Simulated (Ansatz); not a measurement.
Energy difference R1 + R2 → P1 + P2, each structure at its B3LYP-D3(BJ)/def2-TZVP stationary point, reached from a drawn start (curvature not checked).
P1: N atom, charge 0, multiplicity 4.
R1: N2 (SMILES N#N), charge 0, multiplicity 1.
P2: NO (SMILES [N]=O), charge 0, multiplicity 2.
R2: O atom, charge 0, multiplicity 3.

P less R. No zero-point or thermal terms; singlets are restricted closed shells; open shells are unrestricted; no spin–orbit coupling.

Frozen-core correlation throughout. CBS(a, b) extrapolates the correlation energy as X⁻³ and adds the Hartree–Fock energy of set b.

Programs: Ansatz (an electronic-structure program) with Gaussian orbitals. Each number belongs to the level named beside it.

PBE/def2-TZVPPD gives 71.67 kcal/mol for the reaction energy.

Task: Predict the shift from PBE, with its sign, for: r2SCAN/def2-TZVPPD, PBE0/def2-TZVPPD, wB97M-V/def2-TZVPPD, B2PLYP/def2-TZVPPD, MP2/CBS(aug-cc-pVTZ, aug-cc-pVQZ), CCSD(T)/CBS(aug-cc-pVTZ, aug-cc-pVQZ).

Result: r2SCAN/def2-TZVPPD -3.77; PBE0/def2-TZVPPD 0.53; wB97M-V/def2-TZVPPD 4.31; B2PLYP/def2-TZVPPD 3.90; MP2/CBS(aug-cc-pVTZ, aug-cc-pVQZ) 7.50; CCSD(T)/CBS(aug-cc-pVTZ, aug-cc-pVQZ) 3.70 kcal/mol. 5 of 6 lie above PBE; the widest gap is to MP2/CBS(aug-cc-pVTZ, aug-cc-pVQZ).
